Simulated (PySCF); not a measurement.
Stationary points of HAsS

Computed with PBE0/[As def2-TZVP, S def2-TZVP, H def2-TZVP], no relativity, density fitting, PySCF.

Relaxations began from a few typed shapes. The search is not exhaustive: other isomers or separated fragments can lie lower, and high-lying points may rest on an excited occupation.

Order these stationary points by electronic energy, lowest first, in kJ/mol from the lowest minimum.
A. singlet C∞v: As–H 1.472 Å, As–S 2.041 Å; H–As–S 180.0°
B. singlet Cs: As–H 1.550 Å, As–S 2.039 Å; H–As–S 100.4°

B (0.0), A (352.4).

Which of them are minima?

By energy in kJ/mol, 0.0: minimum; 352.4: saddle point, 1 imaginary mode.

Counting electrons, arsenic keeps 2 of its valence electrons outside its bonds, so the VSEPR class is AX2E1 and the expected shape is bent; with unlike ligands the computed point group is Cs.

The electron or spin density has lower symmetry than the nuclear frame for the singlet C∞v at 352.4 kJ/mol.
